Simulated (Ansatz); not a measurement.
Ansatz (a first-principles code) input (CCSD(T)/def2-SVPD):

Ansatz 0.2 input:
```yaml
crystal:
  periodic: [false, false, false]
  atoms:
    - {symbol: W, position_ang: [-0.00000000, -0.00000000, -0.02294293]}
    - {symbol: H, position_ang: [0.00000000, 0.00000000, 1.69777656]}
basis:
  gaussian:
    orbitals: def2-SVPD
magnetization: {spin_polarized: true, initial_magnetization: 5}
correlation: {method: ccsd_t, electrons: outside_noble_gas}
output: {forces: true}
```

End of the output:

```
mean field evaluation 192: about -1819.0360 eV, gradient 3.2e-2 eV
mean field -1820.80766568 eV, -66.9134475261 hartree, gradient 2.7e-6 eV, S^2 8.788378; 8 other end points of the search recorded, 0 dependent functions left out
determinant -1820.80766568 eV, -66.9134475261 hartree, with singles and doubles -1823.46925260 eV, -67.0112590411 hartree
determinant -1819.31001324 eV, -66.8584098141 hartree, with singles and doubles -1821.64164800 eV, -66.9440958110 hartree
determinant -1819.03993095 eV, -66.8484844730 hartree, with singles and doubles -1821.40407372 eV, -66.9353651172 hartree
determinant -1818.38509517 eV, -66.8244197018 hartree, with singles and doubles -1820.82174257 eV, -66.9139648421 hartree
determinant -1817.93351285 eV, -66.8078243575 hartree, with singles and doubles -1820.26801569 eV, -66.8936157545 hartree
determinant -1817.89882722 eV, -66.8065496841 hartree, with singles and doubles -1820.25003435 eV, -66.8929549524 hartree
determinant -1817.82954244 eV, -66.8040035157 hartree, with singles and doubles -1820.17534568 eV, -66.8902101946 hartree
4 core orbitals not correlated
reference -1820.80766568 eV, -66.9134475261 hartree; 6, 1 occupied and 33, 38 virtual orbitals, 403 factors
densities: 0.11 GiB planned
second order -2.21386613 eV of doubles, -0.00000000 eV of singles
coupled cluster: 0.09 GiB planned
cycle   1  -2.66177213 eV  change   -1.9e-4 eV  update   1.0e-3
cycle   2  -2.66188695 eV  change   -1.1e-4 eV  update   7.0e-4
cycle   3  -2.66193148 eV  change   -4.5e-5 eV  update   3.1e-4
cycle   4  -2.66195443 eV  change   -2.3e-5 eV  update   1.4e-4
cycle   5  -2.66209875 eV  change   -1.4e-4 eV  update   4.8e-5
cycle   6  -2.66214830 eV  change   -5.0e-5 eV  update   1.9e-5
cycle   7  -2.66214788 eV  change    4.2e-7 eV  update   7.2e-6
cycle   8  -2.66214437 eV  change    3.5e-6 eV  update   2.9e-6
cycle   9  -2.66214345 eV  change    9.2e-7 eV  update   1.4e-6
cycle  10  -2.66214367 eV  change   -2.2e-7 eV  update   5.1e-7
perturbative correction -0.06442411 eV, -0.0023675423 hartree
the calculation of the forces begins
Total energy: -1823.53423346 eV, -67.0136470438 hartree
Atom 0 at    -0.000000    -0.000000    -0.022943 Å, force    -0.000000     0.000000    -0.176497 eV/Å
Atom 1 at     0.000000     0.000000     1.697777 Å, force     0.000000    -0.000000     0.176497 eV/Å
Dipole moment:    -0.000000    -0.000000    -0.479076 e Å
```

The spin state was set by rule; other spins were not relaxed.
